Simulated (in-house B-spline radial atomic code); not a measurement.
# Ionising Os2+ with different functionals

Computed with an all-electron radial atomic-structure program (B-spline basis): four-component Dirac-Coulomb Hamiltonian, Fermi nucleus of rms radius 5.4126 fm, spin-restricted, spherical fractional occupations for the functionals, and exact exchange of hybrids averaged over the configuration. The ionisation energy is the difference of two self-consistent energies, [Xe] 4f14 5d6 → [Xe] 4f14 5d5, without Breit or QED terms; ε is the level of the shell that loses the electron (mean over j). The electron is taken from both j subshells in proportion to 2j + 1, so the result is a j average, not the step between ground levels.

```csv
method,rung,ΔSCF (eV),-ε(5d) (eV)
B3LYP,global hybrid,?,?
PBE0,global hybrid,?,?
LC-wPBE,range-separated hybrid,28.57,27.28
HSE06,range-separated hybrid,28.69,24.09
```

(1) What does B3LYP give?

(2) What does PBE0 give?

(3) Among the functionals, which spreads more, the ΔSCF values or the orbital energies?

(4) How do they compare with the NIST value?

Results:

(1) ΔSCF 28.82 eV, and -ε(5d) = 24.28 eV.

(2) ΔSCF 28.70 eV, and -ε(5d) = 24.51 eV.

(3) The orbital energies: ΔSCF values span about 0.25 eV and the orbital energies 3.19 eV; here energy differences depend much less on the functional than eigenvalues do.

(4) NIST lists 25 eV ± 1.6 (tabulated theory, ground level to ground level). Errors run from +3.57 to +3.82 eV. The correlated functionals all miss on the same side by more than they spread, so the cause is common to them (Breit-QED terms, spin polarisation, the choice among j levels, multiplet and fine-structure energies, or a listed next ion that isn't the cheapest removal here) and closeness doesn't rank the functionals.
